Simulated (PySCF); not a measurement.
Gas-phase reaction: ZrO2 + 2 ZrCl3OH ⇌ 3 ZrOCl2 + H + OH

Computed with PySCF (xtb for GFN2) and rigid-rotor harmonic-oscillator thermochemistry at 1 bar. S°(298 K) at PBE0/def2-TZVP differs from the NASA 1993 table for ZrO2 (-6 J/mol/K); whether the harmonic model or the table's entry is off was not settled. † marks an energy on the PBE0/def2-TZVP geometry and frequencies; other levels use their own. MP2 and CCSD(T) freeze the core. Open shells (unrestricted): H (multiplicity 2), OH (multiplicity 2, electronic degeneracy 4); the rest are closed-shell singlets. GFN2 has no spin-polarisation term. Spin-orbit splitting is ignored; it lowers the true energy and changes the entropy of OH. Zr: scalar-relativistic def2 core potential, no spin-orbit coupling. ZrCl3OH, ZrOCl2: computed as isolated molecules; such fragments, hydroxides, amides, oligomers or adducts are transient or little studied in the gas. MP2 isn't extrapolated to the basis-set limit; its ΔH°(298 K) is 666.0 kJ in def2-SVP and 668.8 kJ in def2-TZVPP. CCSD(T) isn't extrapolated to the basis-set limit; its ΔH°(298 K) is 687.7 kJ in def2-SVP and 680.1 kJ in def2-TZVPP. The harmonic model lacks anharmonicity and excited electronic states, which grow with temperature; levels with a mode under 35 cm⁻¹ are left out. Soft modes under 120 cm⁻¹ make the harmonic entropy rough for ZrCl3OH, ZrOCl2. Warning, large T1 diagnostic: ZrO2, ZrOCl2 (CCSD(T)/def2-SVP†).

```json
[
 {"level": "CCSD(T)/def2-SVP†", "ΔE electronic, kJ": "717", "ΔH°(298 K), kJ": "688", "ΔS°(298 K), J/K": "287", "ΔG°(800 K), kJ": "459"},
 {"level": "GFN2-xTB", "ΔE electronic, kJ": "913", "ΔH°(298 K), kJ": "888", "ΔS°(298 K), J/K": "245", "ΔG°(800 K), kJ": "694"},
 {"level": "MP2/def2-SVP†", "ΔE electronic, kJ": "696", "ΔH°(298 K), kJ": "666", "ΔS°(298 K), J/K": "287", "ΔG°(800 K), kJ": "438"},
 {"level": "MP2/def2-TZVPP†", "ΔE electronic, kJ": "699", "ΔH°(298 K), kJ": "669", "ΔS°(298 K), J/K": "287", "ΔG°(800 K), kJ": "441"},
 {"level": "PBE/def2-SVP", "ΔE electronic, kJ": "753", "ΔH°(298 K), kJ": "724", "ΔS°(298 K), J/K": "286", "ΔG°(800 K), kJ": "496"},
 {"level": "PBE0/def2-SVP†", "ΔE electronic, kJ": "735", "ΔH°(298 K), kJ": "706", "ΔS°(298 K), J/K": "287", "ΔG°(800 K), kJ": "477"},
 {"level": "r2SCAN/def2-TZVP†", "ΔE electronic, kJ": "733", "ΔH°(298 K), kJ": "703", "ΔS°(298 K), J/K": "287", "ΔG°(800 K), kJ": "475"},
 {"level": "LDA/def2-TZVP†", "ΔE electronic, kJ": "867", "ΔH°(298 K), kJ": "837", "ΔS°(298 K), J/K": "287", "ΔG°(800 K), kJ": "609"},
 {"level": "ωB97M-V/def2-TZVP†", "ΔE electronic, kJ": "730", "ΔH°(298 K), kJ": "700", "ΔS°(298 K), J/K": "287", "ΔG°(800 K), kJ": "472"},
 {"level": "ωB97X-V/def2-TZVP†", "ΔE electronic, kJ": "721", "ΔH°(298 K), kJ": "691", "ΔS°(298 K), J/K": "287", "ΔG°(800 K), kJ": "463"}
]
```
ΔH° is lowest at MP2/def2-SVP† and highest at GFN2-xTB. No reference value is set beside these.
